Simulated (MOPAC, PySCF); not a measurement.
The scaffold SiH2(OH)-X carries different groups X. Gas-phase values, no solvent. One relaxed conformer stands for each flexible species; it need not be the lowest. Strings in code marks are SMILES.

Quantity: vertical ionisation energy (energy after one electron is removed minus that of the parent at the parent's geometry), in eV.

Level 1: PBE-D3(BJ)/def2-TZVP // PBE0-D4/def2-TZVP (PySCF)
Level 2: PBE/6-31G* // PBE0-D4/def2-TZVP (PySCF)
Level 3: minus the HOMO energy of PBE0-D4/def2-TZVP (PySCF)
Level 4: minus the HOMO energy of PM7 // PBE0-D4/def2-TZVP (MOPAC)

```tsv
species	level 2	level 3	level 4
`CC[SiH2]O` (C–C–Si–O torsion 178°, C–Si–O–H torsion 71°)	9.55	8.05	10.75
`O[SiH2][SiH3]` (H–O–Si–Si torsion 59°)	9.54	7.86	10.49
`O[SiH2]F` (H–O–Si–F torsion 72°)	11.23	9.33	12.42
```

Question: What does level 1 give for each, and how far do the other levels lie from it on average?

Answer: 
- `CC[SiH2]O` (C–C–Si–O torsion 178°, C–Si–O–H torsion 71°): 9.72
- `O[SiH2][SiH3]` (H–O–Si–Si torsion 59°): 9.64
- `O[SiH2]F` (H–O–Si–F torsion 72°): 11.41
Mean absolute difference from level 1, which has limits of its own, over these rows (drawn at random from the members that have all these levels): level 2 0.154 eV, level 3 1.85 eV, level 4 0.96 eV.
